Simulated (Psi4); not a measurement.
CH₅Si, charge -1, singlet, at a GFN2-xTB geometry (a gas-phase anion, which may not be bound at this level), atoms displaced at random by about 0.08 Å a coordinate; B3LYP/def2-SVP, gradient in Psi4.

Here is a job for Psi4.
```
memory 2 GB

molecule mol {
-1 1
C    -0.108093   -0.098164   -1.177478
Si    0.099133   -0.069560    0.473425
H    -0.991192    0.349403   -1.770030
H     0.865285    0.369594   -1.769687
H    -0.080401    1.307647    1.496906
H    -1.238789   -0.659727    1.043527
H     1.185162   -0.858106    1.159751
symmetry c1
no_reorient
no_com
}

set {
  basis def2-svp
  reference rks
}

gradient('b3lyp')
print_variables()
```

Task: Write the output that Psi4 gives for this input, abridged.

Result: 
```
gradient() will perform analytic gradient computation.

   => Loading Basis Set <=

    Name: DEF2-SVP
    Role: ORBITAL
    Keyword: BASIS

         ---------------------------------------------------------
                                   SCF
               by Justin Turney, Rob Parrish, Andy Simmonett
                          and Daniel G. A. Smith
                              RKS Reference
         ---------------------------------------------------------

  ==> Geometry <==

    Molecular point group: c1
    Full point group: C1

    Geometry (in Angstrom), charge = -1, multiplicity = 1:

       Center              X                  Y                   Z               Mass
    ------------   -----------------  -----------------  -----------------  -----------------
         C           -0.108093000000    -0.098164000000    -1.177478000000    12.000000000000
         SI           0.099133000000    -0.069560000000     0.473425000000    27.976926534650
         H           -0.991192000000     0.349403000000    -1.770030000000     1.007825032230
         H            0.865285000000     0.369594000000    -1.769687000000     1.007825032230
         H           -0.080401000000     1.307647000000     1.496906000000     1.007825032230
         H           -1.238789000000    -0.659727000000     1.043527000000     1.007825032230
         H            1.185162000000    -0.858106000000     1.159751000000     1.007825032230

  Running in c1 symmetry.

  Rotational constants: A =      2.05106  B =      0.44852  C =      0.43058 [cm^-1]
  Rotational constants: A =  61489.36785  B =  13446.29837  C =  12908.48616 [MHz]
  Nuclear repulsion =   57.272904490866942

  Charge       = -1
  Multiplicity = 1
  Electrons    = 26
  Nalpha       = 13
  Nbeta        = 13

  ==> Algorithm <==

  SCF Algorithm Type is DF.
  DIIS enabled.
  MOM disabled.
  Fractional occupation disabled.
  Guess Type is SAD.
  Energy threshold   = 1.00e-08
  Density threshold  = 1.00e-08
  Integral threshold = 1.00e-12

  ==> Primary Basis <==

  Basis Set: DEF2-SVP
    Blend: DEF2-SVP
    Number of shells: 29
    Number of basis functions: 57
    Number of Cartesian functions: 59
    Spherical Harmonics?: true
    Max angular momentum: 2

  ==> DFT Potential <==

   => LibXC <=

    Version 7.1.2
    S. Lehtola, C. Steigemann, M. J. T. Oliveira, and M. A. L. Marques,  SoftwareX 7, 1–5 (2018) (10.1016/j.softx.2017.11.002)

   => Composite Functional: B3LYP <=

    B3LYP Hyb-GGA Exchange-Correlation Functional

    P. J. Stephens, F. J. Devlin, C. F. Chabalowski, and M. J. Frisch,  J. Phys. Chem. 98, 11623 (1994) (10.1021/j100096a001)

    Deriv               =              1
    GGA                 =           TRUE
    Meta                =          FALSE

    Exchange Hybrid     =           TRUE
    MP2 Hybrid          =          FALSE

   => Exchange Functionals <=

    0.0800   Slater exchange
    0.7200         Becke 88

   => Exact (HF) Exchange <=

    0.2000               HF

   => Correlation Functionals <=

    0.1900   Vosko, Wilk & Nusair (VWN5_RPA)
    0.8100   Lee, Yang & Parr

   => LibXC Density Thresholds  <==

    XC_HYB_GGA_XC_B3LYP:  1.00E-15

   => Molecular Quadrature <=

    Radial Scheme          =       TREUTLER
    Pruning Scheme         =           NONE
    Nuclear Scheme         =       TREUTLER

    Blocking Scheme        =         OCTREE
    BS radius alpha        =              1
    Pruning alpha          =              1
    Radial Points          =             75
    Spherical Points       =            302
    Total Points           =         152324
    Total Blocks           =           1210
    Max Points             =            256
    Max Functions          =             57
    Weights Tolerance      =       1.00E-15

   => Loading Basis Set <=

    Name: (DEF2-SVP AUX)
    Role: JKFIT
    Keyword: DF_BASIS_SCF

  ==> Integral Setup <==

  SCF_SUBTYPE=INCORE selected. In-core MEM_DF algorithm will be used.
  Using in-core AOs.

  ==> MemDFJK: Density-Fitted J/K Matrices <==

    J tasked:                   Yes
    K tasked:                   Yes
    wK tasked:                   No
    Algorithm:                 Core
    Schwarz Cutoff:           1E-12
    Mask sparsity (%):       0.0616
    Fitting Condition:        1E-10

   => Auxiliary Basis Set <=

  Basis Set: (DEF2-SVP AUX)
    Blend: DEF2-UNIVERSAL-JKFIT
    Number of shells: 93
    Number of basis functions: 293
    Number of Cartesian functions: 344
    Spherical Harmonics?: true
    Max angular momentum: 4

  Minimum eigenvalue in the overlap matrix is 9.0856949166E-03.
  Reciprocal condition number of the overlap matrix is 1.9378041363E-03.
    Using symmetric orthogonalization.

  ==> Pre-Iterations <==

  SCF Guess: Superposition of Atomic Densities via on-the-fly atomic UHF (no occupation information).

   -------------------------
    Irrep   Nso     Nmo
   -------------------------
     A         57      57
   -------------------------
    Total      57      57
   -------------------------

  ==> Iterations <==

                           Total Energy        Delta E     RMS |[F,P]|

   @DF-RKS iter SAD:  -329.93060780789818   -3.29931e+02   0.00000e+00
   @DF-RKS iter   1:  -329.98514134422715   -5.45335e-02   1.49395e-02 ADIIS/DIIS
   @DF-RKS iter   2:  -329.07611459887778    9.09027e-01   2.18291e-02 ADIIS/DIIS
   @DF-RKS iter   3:  -330.40826938801621   -1.33215e+00   2.39063e-03 ADIIS/DIIS
   @DF-RKS iter   4:  -330.42190067571539   -1.36313e-02   1.26449e-03 ADIIS/DIIS
   @DF-RKS iter   5:  -330.42579099753982   -3.89032e-03   1.89569e-04 ADIIS/DIIS
   @DF-RKS iter   6:  -330.42587358473929   -8.25872e-05   1.75528e-05 DIIS
   @DF-RKS iter   7:  -330.42587448267858   -8.97939e-07   4.47564e-06 DIIS
   @DF-RKS iter   8:  -330.42587454497055   -6.22920e-08   8.91169e-07 DIIS
   @DF-RKS iter   9:  -330.42587454726430   -2.29375e-09   2.13401e-07 DIIS
[...]
    Final Occupation by Irrep:
              A
    DOCC [    13 ]
    NA   [    13 ]
    NB   [    13 ]

  @DF-RKS Final Energy:  -330.42587454739402

   => Energetics <=

    Nuclear Repulsion Energy =             57.2729044908669422
    One-Electron Energy =                -574.5449774224781549
    Two-Electron Energy =                 209.7172978189922787
    DFT Exchange-Correlation Energy =     -22.8710994347751004
    Empirical Dispersion Energy =           0.0000000000000000
    VV10 Nonlocal Energy =                  0.0000000000000000
    Total Energy =                       -330.4258745473940166

Computation Completed

Properties will be evaluated at   0.000000,   0.000000,   0.000000 [a0]

Properties computed using the SCF density matrix

 Multipole Moments:

 ------------------------------------------------------------------------------------
     Multipole            Electronic (a.u.)      Nuclear  (a.u.)        Total (a.u.)
 ------------------------------------------------------------------------------------

 L = 1.  Multiply by 2.5417464519 to convert [e a0] to [Debye]
 Dipole X            :         -0.5967594            0.9058761            0.3091167
 Dipole Y            :          2.0998299           -1.9917959            0.1080340
 Dipole Z            :          0.5680117           -0.5224167            0.0455950
 Magnitude           :                                                    0.3306106

 ------------------------------------------------------------------------------------

         ------------------------------------------------------------
                                   SCF GRAD
                          Rob Parrish, Justin Turney,
                       Andy Simmonett, and Alex Sokolov
         ------------------------------------------------------------

  ==> Geometry <==

    Molecular point group: c1
    Full point group: C1

    Geometry (in Angstrom), charge = -1, multiplicity = 1:

       Center              X                  Y                   Z               Mass
    ------------   -----------------  -----------------  -----------------  -----------------
         C           -0.108093000000    -0.098164000000    -1.177478000000    12.000000000000
         SI           0.099133000000    -0.069560000000     0.473425000000    27.976926534650
         H           -0.991192000000     0.349403000000    -1.770030000000     1.007825032230
         H            0.865285000000     0.369594000000    -1.769687000000     1.007825032230
         H           -0.080401000000     1.307647000000     1.496906000000     1.007825032230
         H           -1.238789000000    -0.659727000000     1.043527000000     1.007825032230
         H            1.185162000000    -0.858106000000     1.159751000000     1.007825032230

  Nuclear repulsion =   57.272904490866942

  ==> Basis Set <==

  Basis Set: DEF2-SVP
    Blend: DEF2-SVP
    Number of shells: 29
    Number of basis functions: 57
    Number of Cartesian functions: 59
    Spherical Harmonics?: true
    Max angular momentum: 2

  ==> DFJKGrad: Density-Fitted SCF Gradients <==

    Gradient:                    1
    J tasked:                  Yes
    K tasked:                  Yes
    wK tasked:                  No
    Integrals threads:           1
    Schwarz Cutoff:          1E-12
    Fitting Condition:       1E-10

   => Auxiliary Basis Set <=

  Basis Set: (DEF2-SVP AUX)
    Blend: DEF2-UNIVERSAL-JKFIT
    Number of shells: 93
    Number of basis functions: 293
    Number of Cartesian functions: 344
    Spherical Harmonics?: true
    Max angular momentum: 4

  ==> DFT Potential <==

   => LibXC <=

    Version 7.1.2
    S. Lehtola, C. Steigemann, M. J. T. Oliveira, and M. A. L. Marques,  SoftwareX 7, 1–5 (2018) (10.1016/j.softx.2017.11.002)

   => Composite Functional: B3LYP <=

    B3LYP Hyb-GGA Exchange-Correlation Functional

    P. J. Stephens, F. J. Devlin, C. F. Chabalowski, and M. J. Frisch,  J. Phys. Chem. 98, 11623 (1994) (10.1021/j100096a001)

    Deriv               =              1
    GGA                 =           TRUE
    Meta                =          FALSE

    Exchange Hybrid     =           TRUE
    MP2 Hybrid          =          FALSE

   => Exchange Functionals <=

    0.0800   Slater exchange
    0.7200         Becke 88

   => Exact (HF) Exchange <=

    0.2000               HF

   => Correlation Functionals <=

    0.1900   Vosko, Wilk & Nusair (VWN5_RPA)
    0.8100   Lee, Yang & Parr

   => LibXC Density Thresholds  <==

    XC_HYB_GGA_XC_B3LYP:  1.00E-15

   => Molecular Quadrature <=

    Radial Scheme          =       TREUTLER
    Pruning Scheme         =           NONE
    Nuclear Scheme         =       TREUTLER

    Blocking Scheme        =         OCTREE
    BS radius alpha        =              1
    Pruning alpha          =              1
    Radial Points          =             75
    Spherical Points       =            302
    Total Points           =         152324
    Total Blocks           =           1210
    Max Points             =            256
    Max Functions          =             57
    Weights Tolerance      =       1.00E-15

  -Total Gradient:
     Atom            X                  Y                   Z
    ------   -----------------  -----------------  -----------------
       1       -0.033521560169    -0.033274001119     0.121952411356
       2        0.044913994146    -0.017748391824    -0.090497281010
       3       -0.016668135661     0.013199077115    -0.023002606648
       4        0.035365797192     0.021714415648    -0.020906629193
       5       -0.013667634058     0.016870986272     0.011960150925
       6       -0.010329067079     0.001524667125    -0.002968763843
       7       -0.006089889946    -0.002285753576     0.003461168137

  Variable Map:
  ----------------------------------------------------------------------------
[...]
  Array Variable Map:
  ----------------------------------------------------------------------------
[...]
[...]
```
